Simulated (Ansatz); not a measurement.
Ansatz results at the PBE0-D4/def2-TZVP geometry: size of the dipole moment (B3LYP/def2-TZVPP) 3.00 D; size of the dipole moment (PBE/def2-TZVPP) 2.81 D; size of the dipole moment (ωB97M-V/def2-TZVPP) 3.06 D.

Each molecule was computed in one conformer, which needn't be the lowest.

(1) Which molecule gave them?
A. `[SH][In][Br]`•
B. `[CH3][Ga][SeH]`•
C. `[SH][Ga][Cl]`•
D. `[SiH3]O[B]Cl`•

Results:

(1) A. The others give `[SH][Ga][Cl]`•: 1.06, 0.90, 1.11; `[SiH3]O[B]Cl`•: 1.98, 1.91, 1.96; `[CH3][Ga][SeH]`•: 1.50, 1.36, 1.60.

B3LYP here is the variant with VWN-RPA as its local correlation; programs differ in this.
